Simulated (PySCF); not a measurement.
C$_{2}$HO (SMILES [CH-]=C=O), charge -1, singlet, at a GFN2-xTB geometry, with bond 4-2 at 1.8 times its length; PySCF with CASSCF(10,9)/cc-pVDZ.

Input for PySCF:
```python
from pyscf import gto, scf, mcscf
import numpy

mol = gto.M(
    atom='''
C     0.017882   -0.126888   -1.227557
C     0.012039   -0.079027   -0.004614
H     0.100932   -0.678824   -2.129085
O    -0.072734    0.493942    2.146165
''',
    basis='cc-pvdz',
    charge=-1,
    spin=0,
    verbose=4,
)

mf = scf.RHF(mol)
mf.kernel()
mc = mcscf.CASSCF(mf, 9, 10)
mc.fix_spin_(ss=0.0)
mc.kernel()
occ = numpy.linalg.eigvalsh(mc.fcisolver.make_rdm1(mc.ci, mc.ncas, mc.nelecas))[::-1]
ss = mc.fcisolver.spin_square(mc.ci, mc.ncas, mc.nelecas)[0]
print('natural occupations', occ.round(4), ' <S^2>', round(ss, 4))
```

Q: Write the output that PySCF gives for this input, abridged.

A: 
```
PySCF version 2.14.0

[INPUT] verbose = 4
[INPUT] num. atoms = 4
[INPUT] num. electrons = 22
[INPUT] charge = -1
[INPUT] spin (= nelec alpha-beta = 2S) = 0
[INPUT] symmetry False subgroup None
[INPUT] Mole.unit = angstrom
[INPUT] Symbol           X                Y                Z      unit          X                Y                Z       unit  Magmom
[INPUT]  1 C      0.017882000000  -0.126888000000  -1.227557000000 AA    0.033792082559  -0.239783568494  -2.319746532293 Bohr   0.0
[INPUT]  2 C      0.012039000000  -0.079027000000  -0.004614000000 AA    0.022750412814  -0.149339386446  -0.008719196339 Bohr   0.0
[INPUT]  3 H      0.100932000000  -0.678824000000  -2.129085000000 AA    0.190733837205  -1.282791446782  -4.023387545920 Bohr   0.0
[INPUT]  4 O     -0.072734000000   0.493942000000   2.146165000000 AA   -0.137447339944   0.933415101420   4.055664068127 Bohr   0.0

nuclear repulsion = 39.7568159858076
number of shells = 18
number of NR pGTOs = 85
number of NR cGTOs = 47
basis = cc-pvdz
ecp = {}

******** <class 'pyscf.scf.hf.RHF'> ********
method = RHF
initial guess = minao
damping factor = 0
level_shift factor = 0
DIIS = <class 'pyscf.scf.diis.CDIIS'>
diis_start_cycle = 1
diis_space = 8
diis_damp = 0
SCF conv_tol = 1e-09
SCF conv_tol_grad = None
SCF max_cycles = 50
direct_scf = True
direct_scf_tol = 1e-13
Set gradient conv threshold to 3.16228e-05
Initial guess from minao.
init E= -150.574261247638
  HOMO = -0.284762103042535  LUMO = -0.193166427582356  gap/eV = 2.49245
cycle= 1 E= -150.473136459138  delta_E= 0.101  |g|= 1.04  |ddm|= 1.91
  HOMO = 0.206685248481806  LUMO = 0.24772419388273  gap/eV = 1.11673
cycle= 2 E= -148.58172330248  delta_E= 1.89  |g|=  2.9  |ddm|= 3.86
  HOMO = -0.0222262387866876  LUMO = 0.262650846211187  gap/eV = 7.75190
cycle= 3 E= -150.851579880472  delta_E= -2.27  |g|= 0.312  |ddm|= 3.41
  HOMO = -0.132504160987304  LUMO = 0.315152670770844  gap/eV = 12.18136
cycle= 4 E= -150.894827187975  delta_E= -0.0432  |g|= 0.192  |ddm|= 0.386
  HOMO = -0.160597107217964  LUMO = 0.31882007753653  gap/eV = 13.04561
cycle= 5 E= -150.909663426573  delta_E= -0.0148  |g|= 0.113  |ddm|= 0.307
  HOMO = -0.146795345282061  LUMO = 0.325042225732706  gap/eV = 12.83935
cycle= 6 E= -150.914814522675  delta_E= -0.00515  |g|= 0.0139  |ddm|= 0.278
  HOMO = -0.1524709199485  LUMO = 0.31809686541936  gap/eV = 12.80480
cycle= 7 E= -150.914902560874  delta_E= -8.8e-05  |g|= 0.00509  |ddm|= 0.0389
  HOMO = -0.15124633645141  LUMO = 0.319858636518025  gap/eV = 12.81942
cycle= 8 E= -150.914921403277  delta_E= -1.88e-05  |g|= 0.00232  |ddm|= 0.0137
  HOMO = -0.151009120394205  LUMO = 0.319958234361181  gap/eV = 12.81567
cycle= 9 E= -150.914931805018  delta_E= -1.04e-05  |g|= 0.00157  |ddm|= 0.00855
  HOMO = -0.150967957287214  LUMO = 0.319559130309076  gap/eV = 12.80369
cycle= 10 E= -150.914938999046  delta_E= -7.19e-06  |g|= 0.00118  |ddm|= 0.0062
  HOMO = -0.150966436260537  LUMO = 0.319779768161725  gap/eV = 12.80966
cycle= 11 E= -150.914945596834  delta_E= -6.6e-06  |g|= 0.000804  |ddm|= 0.00816
  HOMO = -0.151019584112866  LUMO = 0.319776379089053  gap/eV = 12.81101
cycle= 12 E= -150.914949634076  delta_E= -4.04e-06  |g|= 0.000429  |ddm|= 0.00858
  HOMO = -0.15096421153967  LUMO = 0.319752517793866  gap/eV = 12.80885
cycle= 13 E= -150.914950647488  delta_E= -1.01e-06  |g|= 0.00017  |ddm|= 0.00497
  HOMO = -0.150988910472961  LUMO = 0.319748559478935  gap/eV = 12.80942
cycle= 14 E= -150.914950738318  delta_E= -9.08e-08  |g|= 5.12e-05  |ddm|= 0.00154
  HOMO = -0.150981583302904  LUMO = 0.319752099876701  gap/eV = 12.80932
cycle= 15 E= -150.914950740999  delta_E= -2.68e-09  |g|= 2.17e-05  |ddm|= 0.00018
  HOMO = -0.150983685979958  LUMO = 0.319749786748191  gap/eV = 12.80931
cycle= 16 E= -150.914950741492  delta_E= -4.94e-10  |g|= 5.93e-06  |ddm|= 6.61e-05
  HOMO = -0.150983579309533  LUMO = 0.319749641921771  gap/eV = 12.80930
Extra cycle  E= -150.914950741518  delta_E= -2.57e-11  |g|= 3.39e-06  |ddm|= 9.8e-06
converged SCF energy = -150.914950741518

******** <class 'pyscf.mcscf.mc1step.CASSCF'> ********
CAS (5e+5e, 9o), ncore = 6, nvir = 32
max_cycle_macro = 50
max_cycle_micro = 4
conv_tol = 1e-07
conv_tol_grad = None
orbital rotation max_stepsize = 0.02
orbital rotation threshold for CI restart = 0.01
augmented hessian ah_max_cycle = 30
augmented hessian ah_conv_tol = 1e-12
augmented hessian ah_linear dependence = 1e-14
augmented hessian ah_level shift = 1e-08
augmented hessian ah_start_tol = 2.5
augmented hessian ah_start_cycle = 3
augmented hessian ah_grad_trust_region = 3
kf_trust_region = 3
kf_interval = 4
ci_response_space = 4
ci_grad_trust_region = 3
with_dep4 0
natorb = False
canonicalization = True
sorting_mo_energy = False
ao2mo_level = 2
internal_rotation = False
******** <class 'pyscf.fci.addons.SpinPenaltyFCISolver'> ********
max. cycles = 50
conv_tol = 1e-08
davidson only = True
linear dependence = 1e-12
level shift = 0.001
max iter space = 12
nroots = 1
pspace_size = 400
spin = None
CASCI E = -150.987782790524  S^2 = 0.0000000
Set conv_tol_grad to 0.000316228
macro iter   1 ( 21 JK    4 micro), CASSCF E = -151.027373160663  dE = -3.95903701e-02  S^2 = 0.0000000
               |grad[o]|=0.101  |grad[c]|=0.0443  |ddm|=0.0917  |maxRot[o]|=0.293
macro iter   2 ( 21 JK    4 micro), CASSCF E = -151.039659947917  dE = -1.22867873e-02  S^2 = 0.0000000
               |grad[o]|=0.0672  |grad[c]|=0.0206  |ddm|=0.0359  |maxRot[o]|=0.287
macro iter   3 ( 21 JK    4 micro), CASSCF E = -151.047896018957  dE = -8.23607104e-03  S^2 = 0.0000000
               |grad[o]|=0.0319  |grad[c]|=0.0233  |ddm|=0.0216  |maxRot[o]|=0.301
macro iter   4 ( 18 JK    4 micro), CASSCF E = -151.050653442195  dE = -2.75742324e-03  S^2 = 0.0000000
               |grad[o]|=0.0213  |grad[c]|=0.0139  |ddm|=0.0152  |maxRot[o]|=0.233
macro iter   5 ( 16 JK    4 micro), CASSCF E = -151.050672915464  dE = -1.94732685e-05  S^2 = 0.0000000
               |grad[o]|=0.00444  |grad[c]|=0.00231  |ddm|=0.00362  |maxRot[o]|=0.0254
macro iter   6 ( 15 JK    4 micro), CASSCF E = -151.050684324902  dE = -1.14094383e-05  S^2 = 0.0000000
               |grad[o]|=0.00125  |grad[c]|=0.00255  |ddm|=0.000717  |maxRot[o]|=0.046
macro iter   7 ( 18 JK    4 micro), CASSCF E = -151.050674452469  dE =  9.87243357e-06  S^2 = 0.0000000
               |grad[o]|=0.000471  |grad[c]|=0.00288  |ddm|=0.00123  |maxRot[o]|=0.0387
macro iter   8 ( 10 JK    2 micro), CASSCF E = -151.050685226115  dE = -1.07736463e-05  S^2 = 0.0000000
               |grad[o]|=0.00108  |grad[c]|=0.00154  |ddm|=0.000724  |maxRot[o]|=0.042
macro iter   9 ( 17 JK    4 micro), CASSCF E = -151.050684969407  dE =  2.56707580e-07  S^2 = 0.0000000
               |grad[o]|=0.000496  |grad[c]|=0.0023  |ddm|=0.00103  |maxRot[o]|=0.0014
macro iter  10 ( 14 JK    3 micro), CASSCF E = -151.050690056770  dE = -5.08736272e-06  S^2 = 0.0000000
               |grad[o]|=0.000681  |grad[c]|=0.000566  |ddm|=0.000562  |maxRot[o]|=0.0197
macro iter  11 ( 21 JK    4 micro), CASSCF E = -151.050689858072  dE =  1.98698416e-07  S^2 = 0.0000000
               |grad[o]|=0.000533  |grad[c]|=0.00233  |ddm|=0.00105  |maxRot[o]|=0.000814
macro iter  12 ( 21 JK    4 micro), CASSCF E = -151.050697176194  dE = -7.31812258e-06  S^2 = 0.0000000
               |grad[o]|=0.000615  |grad[c]|=0.000479  |ddm|=0.000573  |maxRot[o]|=0.0292
macro iter  13 ( 12 JK    3 micro), CASSCF E = -151.050702458820  dE = -5.28262609e-06  S^2 = 0.0000000
               |grad[o]|=0.000394  |grad[c]|=0.00101  |ddm|=0.00127  |maxRot[o]|=0.026
macro iter  14 ( 13 JK    4 micro), CASSCF E = -151.050704697609  dE = -2.23878834e-06  S^2 = 0.0000000
               |grad[o]|=0.000305  |grad[c]|=0.000284  |ddm|=0.00119  |maxRot[o]|=0.0145
macro iter  15 ( 12 JK    2 micro), CASSCF E = -151.050705668525  dE = -9.70916204e-07  S^2 = 0.0000000
               |grad[o]|=0.00019  |grad[c]|=0.000268  |ddm|=0.000596  |maxRot[o]|=0.0101
macro iter  16 (  8 JK    1 micro), CASSCF E = -151.050705944495  dE = -2.75970706e-07  S^2 = 0.0000000
               |grad[o]|=0.000143  |grad[c]|=0.000363  |ddm|=0.000214  |maxRot[o]|=0.00447
macro iter  17 (  7 JK    1 micro), CASSCF E = -151.050706066373  dE = -1.21877690e-07  S^2 = 0.0000000
               |grad[o]|=0.00011  |grad[c]|=0.000264  |ddm|=0.000124  |maxRot[o]|=0.00254
macro iter  18 (  6 JK    1 micro), CASSCF E = -151.050706130847  dE = -6.44739373e-08  S^2 = 0.0000000
               |grad[o]|=7.2e-05  |grad[c]|=0.000185  |ddm|=0.000142  |maxRot[o]|=0.00164
1-step CASSCF converged in  18 macro (271 JK  57 micro) steps
CASSCF canonicalization
Density matrix diagonal elements [1.98498581 1.97196106 1.81926084 1.91098828 1.93359233 0.19331775
 0.04195623 0.06854028 0.07539742]
CASSCF energy = -151.050706130847
CASCI E = -151.050706130847  E(CI) = -17.9347158795127  S^2 = 0.0000000
natural occupations [1.9895 1.9781 1.933  1.9215 1.8491 0.1625 0.0811 0.0716 0.0137]  <S^2> 0.0
```
